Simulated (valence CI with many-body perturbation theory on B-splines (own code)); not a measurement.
Ladder of approximations for Si II

Computed by valence CI with perturbative core correlation (CI+MBPT): three valence electrons over a frozen Dirac-Fock core [Ne], radial functions for each j: 11 s, 11 p, 9 d, 7 f, 5 g, 2 h, 1 i, with the one-electron correlation potential Σ1, the two-electron term Σ2, the three-electron term Σ3, Breit, model QED; selected CI, second order for the rest (own B-spline code, finite nucleus).

Set against measurement, 28 paired levels are off by 47 cm⁻¹ on average, the worst by 124. These come from a selection out of the NIST Handbook of Basic Atomic Spectroscopic Data. Levels without a partner in it may be off by more.

Each rung adds one term. CI alone is the Dirac-Coulomb CI over the frozen core; QED comes last and gives the full result, which names the levels. Energies are above 3s2.3p 2P°_1/2 on the same rung, in eV.

Names give the largest LS component (configuration and term), which can be under half, so a name can repeat, a term be missing and a line seem to break the LS rules; names also repeat where a configuration has a term twice.

| Level | CI alone | Σ1 | Σ2 | Σ3 | Breit | QED | Full |
| --- | --- | --- | --- | --- | --- | --- | --- |
| 3s2.3p 2P°_3/2 | 0.036 | +0.0016 | -0.0001 | 0.0000 | -0.0020 | +0.0001 | 0.036 |
| 3s.3p2 4P_1/2 | 5.170 | +0.0729 | +0.0556 | +0.0019 | -0.0004 | -0.0025 | 5.298 |
| 3s.3p2 4P_3/2 | 5.184 | +0.0735 | +0.0556 | +0.0019 | -0.0011 | -0.0025 | 5.311 |
| 3s.3p2 4P_5/2 | 5.206 | +0.0745 | +0.0555 | +0.0019 | -0.0025 | -0.0024 | 5.333 |
| 3s.3p2 2D_3/2 | 6.756 | +0.0909 | +0.0074 | -0.0002 | -0.0023 | -0.0016 | 6.850 |
| 3s.3p2 2D_5/2 | 6.759 | +0.0910 | +0.0071 | -0.0002 | -0.0026 | -0.0016 | 6.852 |
| 3s2.4s 2S_1/2 | 8.096 | +0.1199 | -0.0842 | -0.0037 | -0.0024 | +0.0013 | 8.127 |
| 3s.3p2 2S_1/2 | 9.465 | +0.1125 | -0.0600 | -0.0031 | -0.0020 | -0.0022 | 9.510 |
| 3s2.3d 2D_3/2 | 9.814 | +0.1312 | -0.0986 | -0.0041 | -0.0028 | 0.0000 | 9.839 |
| 3s2.3d 2D_5/2 | 9.816 | +0.1313 | -0.0987 | -0.0042 | -0.0030 | 0.0000 | 9.841 |
| 3s2.4p 2P°_1/2 | 10.027 | +0.1311 | -0.0840 | -0.0037 | -0.0023 | +0.0008 | 10.069 |
| 3s2.4p 2P°_3/2 | 10.034 | +0.1314 | -0.0840 | -0.0037 | -0.0027 | +0.0008 | 10.076 |
| 3s.3p2 2P_1/2 | 10.426 | +0.1234 | -0.1506 | -0.0020 | -0.0015 | -0.0024 | 10.393 |
| 3s.3p2 2P_3/2 | 10.452 | +0.1245 | -0.1507 | -0.0020 | -0.0029 | -0.0023 | 10.418 |
| 3s2.5s 2S_1/2 | 12.104 | +0.1476 | -0.1020 | -0.0037 | -0.0027 | +0.0011 | 12.145 |
| 3s2.4d 2D_3/2 | 12.486 | +0.1473 | -0.1003 | -0.0036 | -0.0030 | +0.0008 | 12.527 |
| 3s2.4d 2D_5/2 | 12.487 | +0.1473 | -0.1003 | -0.0036 | -0.0031 | +0.0008 | 12.528 |
| 3s2.4f 2F°_7/2 | 12.788 | +0.1633 | -0.0979 | -0.0037 | -0.0030 | +0.0009 | 12.848 |
| 3s2.4f 2F°_5/2 | 12.788 | +0.1633 | -0.0979 | -0.0037 | -0.0030 | +0.0009 | 12.848 |
| 3s2.5p 2P°_1/2 | 12.828 | +0.1505 | -0.0999 | -0.0037 | -0.0027 | +0.0009 | 12.873 |
| 3s2.5p 2P°_3/2 | 12.831 | +0.1505 | -0.0999 | -0.0037 | -0.0028 | +0.0009 | 12.876 |
| 3s.3p.3d 2D°_3/2 | 13.277 | +0.1777 | +0.0244 | -0.0007 | -0.0033 | -0.0034 | 13.471 |
| 3s.3p.3d 2D°_5/2 | 13.282 | +0.1779 | +0.0243 | -0.0007 | -0.0037 | -0.0034 | 13.477 |
| 3s2.6s 2S_1/2 | 13.736 | +0.1556 | -0.1019 | -0.0037 | -0.0028 | +0.0010 | 13.784 |
| 3s2.5d 2D_3/2 | 13.888 | +0.1547 | -0.1026 | -0.0037 | -0.0030 | +0.0009 | 13.934 |
| 3s2.5d 2D_5/2 | 13.888 | +0.1547 | -0.1026 | -0.0037 | -0.0030 | +0.0009 | 13.934 |
| 3s2.5f 2F°_7/2 | 14.051 | +0.1630 | -0.0989 | -0.0037 | -0.0029 | +0.0010 | 14.110 |
| 3s2.5f 2F°_5/2 | 14.051 | +0.1630 | -0.0989 | -0.0037 | -0.0029 | +0.0010 | 14.110 |
| 3s2.6p 2P°_1/2 | 14.077 | +0.1577 | -0.0998 | -0.0037 | -0.0028 | +0.0009 | 14.129 |
| 3s2.6p 2P°_3/2 | 14.079 | +0.1576 | -0.0998 | -0.0037 | -0.0029 | +0.0009 | 14.131 |
| 3s.3p.3d 4F°_3/2 | 13.977 | +0.1871 | -0.0010 | -0.0025 | -0.0029 | -0.0022 | 14.155 |

The middle columns are the shifts that each term adds.

(1) How does the ionisation energy move along the ladder, and which term matters most?

Results:

(1) CI alone 16.290, + Σ1 16.452, + Σ2 16.352, + Σ3 16.349, + Breit 16.346, + QED 16.347 eV. The largest step is Σ1, 0.162 eV. NIST lists 16.3458 eV (measured).
